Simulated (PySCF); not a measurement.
## ISI: PBE0 against HF

Base calculation in PySCF with density fitting and no spin–orbit coupling, PBE0/def2-TZVP (scalar-relativistic core potentials): singlet, Cs, I–I 2.783 Å, I–S 2.250 Å; I–I–S 112.9°; wavenumbers 92, 173, 449 cm⁻¹; dipole moment 2.09 D, gap between the highest occupied and lowest empty levels 2.35 eV, polar-tensor charge of I 0.68 e, atomisation energy (no zero-point energy) 309 kJ/mol.

Problem. What changes on going to HF/def2-TZVP (scalar-relativistic core potentials)?

Solution. The point group stays the same. Changes: mean bond to I -0.020 Å, highest wavenumber -69 cm⁻¹, lowest wavenumber +8 cm⁻¹, dipole moment +1.23 D, gap between the highest occupied and lowest empty levels +5.43 eV, polar-tensor charge of I -0.02 e, atomisation energy (no zero-point energy) -339 kJ/mol. The new structure has I–I 2.712 Å, I–S 2.283 Å; I–I–S 109.6°, with wavenumbers 100, 204, 380 cm⁻¹.

The structures come from searches over a few start shapes, so lower isomers are not excluded.
